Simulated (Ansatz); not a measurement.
```yaml
crystal:
  periodic: [false, false, false]
  atoms:
    - {symbol: O, position_ang: [-1.713168, -0.204227, 0.140107]}
    - {symbol: Mo, position_ang: [-0.092397, -0.021864, 0.000839]}
    - {symbol: Cl, position_ang: [0.748105, -1.046487, 1.852821]}
    - {symbol: Cl, position_ang: [0.580403, -1.865138, -1.155062]}
    - {symbol: Cl, position_ang: [0.176987, 1.127635, -1.946523]}
    - {symbol: Cl, position_ang: [0.342069, 1.945982, 1.061620]}
basis:
  gaussian: {orbitals: def2-TZVPP}
magnetization: {spin_polarized: true, initial_magnetization: 1}
hamiltonian: {xc: {name: LC-wPBE}}
accuracy: high
output: {forces: true}
```

```sh
$ ansatz run in.yaml --threads 4 --pin off --events-out ev --progress --plain --max-ram 11315MiB
```

Output, abridged:

```
Error: a molecule whose nuclei and cores have a total charge of 90 cannot have a net charge of 0 together with 1 unpaired electrons
```

Task: What is wrong with this run?

Result: The number of unpaired electrons doesn't fit the electron count. The program refused the input.
